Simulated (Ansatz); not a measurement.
`C[SiH](F)BN` and `BO[SiH](C)F` differ in one atom or group.

Ansatz, PBE0-D4/def2-TZVP geometries, multiplicity 1. Each molecule was computed in one conformer, which needn't be the lowest.

```csv
property,`C[SiH](F)BN`
HOMO energy (B3LYP/def2-TZVPP) / eV,-7.47
LUMO energy (ωB97M-V/def2-TZVPP) / eV,1.29
LUMO energy (PBE0/def2-TZVPP) / eV,-0.59
size of the dipole moment (PBE/def2-TZVPP) / D,1.88
HOMO–LUMO gap (B3LYP/def2-TZVPP) / eV,6.68
HOMO energy (PBE/def2-TZVPP) / eV,-6.36
```

Task: Give the same properties after the change, and the shifts. (Best estimate.)

Result: Ansatz gave: 
```json
{"property": "HOMO energy (B3LYP/def2-TZVPP) / eV", "`BO[SiH](C)F`": "-8.36", "shift": "-0.89"}
{"property": "LUMO energy (ωB97M-V/def2-TZVPP) / eV", "`BO[SiH](C)F`": "1.16", "shift": "-0.13"}
{"property": "LUMO energy (PBE0/def2-TZVPP) / eV", "`BO[SiH](C)F`": "-0.72", "shift": "-0.13"}
{"property": "size of the dipole moment (PBE/def2-TZVPP) / D", "`BO[SiH](C)F`": "1.88", "shift": "0.00"}
{"property": "HOMO–LUMO gap (B3LYP/def2-TZVPP) / eV", "`BO[SiH](C)F`": "7.38", "shift": "0.70"}
{"property": "HOMO energy (PBE/def2-TZVPP) / eV", "`BO[SiH](C)F`": "-7.06", "shift": "-0.70"}
```

With PBE0 the HOMO falls by 0.89 eV and the LUMO falls by 0.13 eV, so the gap widens by about 0.76 eV. PBE moves the HOMO by -0.70 eV and ωB97M-V by -1.09 eV. Dipoles are sizes alone; their direction can turn.

Positive LUMOs are unbound, so they and the gaps depend on the basis.

B3LYP here is the variant with VWN-RPA as its local correlation; programs differ in this.
